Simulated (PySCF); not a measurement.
# Worked example: oscillator strength and radiative lifetime

4-methyl-2H-pyrrole (C₅H₇N), SMILES C1=NCC=C1C.

Coordinates come from a B3LYP-D3(BJ)/def2-SVP optimisation. Other conformers were not sampled.

TDA-PBE0/def2-SVPD (PySCF 2.14.0) puts the first singlet state with f over 0.02 at 5.85 eV (vertical), with the transition dipole (0.840, -0.113, 0.000) in atomic units.

### Question
Find the oscillator strength, the wavelength and the radiative lifetime that this transition would have in vacuum if emission retraced absorption.

### Answer

|μ|² = 0.7184 au, so |μ| = 2.15 D. ΔE = 5.85/27.211 = 0.2150 hartree. f = (2/3) ΔE |μ|² = 0.103 (the program prints 0.103).
λ = 1239.84/5.85 = 212 nm; ν = 47183 cm⁻¹.
Einstein's coefficient A = 0.6670 ν² f s⁻¹ (ν in cm⁻¹) = 1.5e8 s⁻¹, so τ = 1/A = 6.5 ns. This state is S2; the lower singlet has f = 0.004. The figure is the radiative limit of this one transition; relaxation, internal conversion, crossing to triplets and a medium change what is measured.
